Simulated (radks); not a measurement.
Problem. Sm3+, 59 electrons, occupied as [Xe] 4f5. All-electron calculation, Dirac Kohn-Sham, PBE, spin-unpolarised, spherical densities, finite nucleus; open shells are shared between the two j in proportion to 2j + 1; Fermi nuclear charge, rms radius 5.0819 fm. Program: a radial shooting solver on a logarithmic mesh with Libxc functionals.

Spin-orbit splittings of the eigenvalues, e(l+1/2) - e(l-1/2), with zeta = 2 splitting/(2l+1) and mean radii in bohr:

| shell | occ. | splitting (eV) | zeta (eV) | <r> j=l-1/2 | <r> j=l+1/2 |
|---|---|---|---|---|---|
| 2p | 6 | 602.8 | 401.9 | 0.08073 | 0.08736 |
| 3p | 6 | 122.0 | 81.36 | 0.2442 | 0.2569 |
| 3d | 10 | 26.50 | 10.60 | 0.2286 | 0.2326 |
| 4p | 6 | 26.91 | 17.94 | 0.5922 | 0.6208 |
| 4d | 10 | 4.830 | 1.932 | 0.6618 | 0.6719 |
| 4f | 5 | 0.6020 | 0.1720 | 0.9004 | 0.9106 |
| 5p | 6 | ? | ? | 1.529 | 1.609 |

Estimate the 5p splitting.

Solution. 3.924 eV (zeta = 2.616 eV).
